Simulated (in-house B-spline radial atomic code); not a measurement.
Configurations of Ni6+, with energies counted from [Ar] 3d4. Method: non-relativistic B97-1, spin-polarised, spherical fractional occupations, exact exchange averaged over the configuration, point nucleus. Calculated with a B-spline radial code for spherical atoms. Shells without spins written out take the highest spin.

Occupations are held fixed; configurations that lie above the ionisation limit could autoionise.

```tsv
configuration	E - E(ref) (eV)	highest orbital	its <r> (bohr)
[Ar] 3d3 4f1	91.325	4f up	2.374
[Ne] 3s2 3p5 3d4 4s1	105.58	4s up	1.689
[Ne] 3s2 3p5 3d4 4p1	116.87	4p up	1.81
```

Order these further configurations by energy, lowest first.
A. [Ar] 3d3 4p1
B. [Ar] 3d3 4s1
C. [Ne] 3s2 3p5 3d5
D. [Ne] 3s2 3p5 3d4 4f1

B (48.23 eV), C (56.481 eV), A (59.482 eV), D (148.82 eV).
